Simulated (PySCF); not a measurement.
Predicted microwave data (PBE0/pcSseg-1 in PySCF (dipole) on a GFN2-xTB geometry, gas phase) for one isomer of C8H14N2:

```
Rotational constants : A = 2115, B = 1033, C = 835.3 MHz
Dipole components    : |μa| = 1.36 D, |μb| = 0.19 D, |μc| = 1.94 D
Inertial defect      : -123.30 u·Å²
κ                    : -0.69
```

**Question.** Which structure is it? (One computed conformer of each.)
A. `[CH:1]1=[N:2][N:3]([CH:4]2[CH2:5][CH2:6][CH2:7][CH2:8]2)[CH2:9][CH2:10]1` with N2–N3–C4–C5 -56°, C1–N2–N3–C4 -153°, N3–C4–C5–C6 131°, C4–C5–C6–C7 -32°, C5–C6–C7–C8 43°
B. `[CH3:1][NH:2][C@@H:3]1[C@H:4]2[C@H:5]3[CH2:6][C@@H:7]1[C@@:8]23[CH2:9][NH2:10]` with C1–N2–C3–C4 171°, C7–C8–C9–N10 173°, C8–C9–N10–H 180° and 60°
C. `[CH3:1][CH2:2][c:3]1[cH:4][n:5][n:6]([CH2:7][CH3:8])[c:9]1[CH3:10]` with C1–C2–C3–C4 -94°, N5–N6–C7–C8 88°
D. `[CH3:1][CH2:2][C@@H:3]1[CH:4]=[N:5][N:6]([CH:7]2[CH2:8][CH2:9]2)[CH2:10]1` with C1–C2–C3–C4 -72°, N5–N6–C7–C8 -10°, C2–C3–C4–N5 -113°, C4–N5–N6–C7 -154°, N6–C7–C8–C9 111°, N5–N6–C10–C3 13°
E. `[CH2:1]=[CH:2]/[C:3]([CH2:4][CH3:5])=[N:6]\[N:7]=[CH:8]\[CH2:9][CH3:10]` with C1–C2–C3–C4 1°, C2–C3–C4–C5 80°, C3–N6–N7–C8 -100°, N7–C8–C9–C10 118°

**Answer.** B. It is CN[C@@H]1[C@H]2[C@H]3C[C@@H]1[C@@]23CN, an asymmetric top, point group C1. The candidates at the same level (rigid rotor, commonest isotopes):

```
                                SMILES  A (MHz)  B (MHz)  C (MHz)  μa (D)  μb (D)  μc (D)  Δ (u·Å²)  point group                        rotor
                    C=C/C(CC)=N\N=C\CC     2726    550.4    489.4    0.09    0.82    1.41    -71.10           C1  near-prolate asymmetric top
                     C1=NN(C2CCCC2)CC1     3099    881.2    859.9    1.14    1.45    0.74   -148.92           C1  near-prolate asymmetric top
                        CCc1cnn(CC)c1C     2376    891.5    765.1    0.35    2.61    0.15   -119.01           C1               asymmetric top
                CC[C@@H]1C=NN(C2CC2)C1     4327    684.9    644.6    0.90    1.72    0.66    -70.70           C1  near-prolate asymmetric top
CN[C@@H]1[C@H]2[C@H]3C[C@@H]1[C@@]23CN     2115     1033    835.3    1.36    0.19    1.94   -123.30           C1               asymmetric top
```

`CCc1cnn(CC)c1C` has B 14 % too low; `C1=NN(C2CCCC2)CC1` has A 46 % too high; `C=C/C(CC)=N\N=C\CC` has B 47 % too low; `CC[C@@H]1C=NN(C2CC2)C1` has A 105 % too high. No structure here is proved a minimum.
